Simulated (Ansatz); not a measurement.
This geometry of B2GeH6 (9 atoms, charge 0, multiplicity 1) is a first-order saddle point.

Theory: RKS BHLYP/def2-SVP in Ansatz 0.2.0.

```xyz
9
Properties=species:S:1:pos:R:3
B -1.112 0.794 -1.076
Ge 0.640 0.379 -0.030
B 0.395 -1.285 1.158
H -2.096 0.122 -0.956
H -1.153 1.729 -1.822
H 0.995 1.635 0.788
H 1.766 0.201 -1.065
H 0.611 -2.385 0.734
H -0.045 -1.191 2.268
```

Which two structures does it join? (They come from a converged band through this point; their orientation in space is the band's.)

No bond is made or broken. The dihedral H5–B1–Ge2–B3 goes from 90 to -89°. The two ends are copies of one structure, up to a mirror image or an exchange of like atoms.

First end point:

```xyz
9
Properties=species:S:1:pos:R:3
B -1.033 0.664 -1.223
Ge 0.699 0.284 -0.158
B 0.235 -0.988 1.405
H -1.369 -0.052 -2.122
H -1.741 1.586 -0.935
H 1.292 1.597 0.381
H 1.753 -0.361 -1.074
H 0.274 -2.176 1.260
H -0.110 -0.555 2.467
```

Last end point:

```xyz
9
Properties=species:S:1:pos:R:3
B -1.036 0.670 -1.203
Ge 0.711 0.285 -0.165
B 0.236 -0.994 1.388
H -1.748 1.579 -0.886
H -1.378 -0.033 -2.110
H 1.306 1.592 0.384
H 1.758 -0.354 -1.093
H 0.286 -2.182 1.244
H -0.135 -0.563 2.442
```

How far does it lie above each of them?

0.040 eV above the first and 0.040 eV above the second. This is the barrier of this one path; another mechanism may lie lower.

Time of the run: 97 s on 1 thread of Arm Neoverse V1 (shared host), peak memory 0.18 GiB.
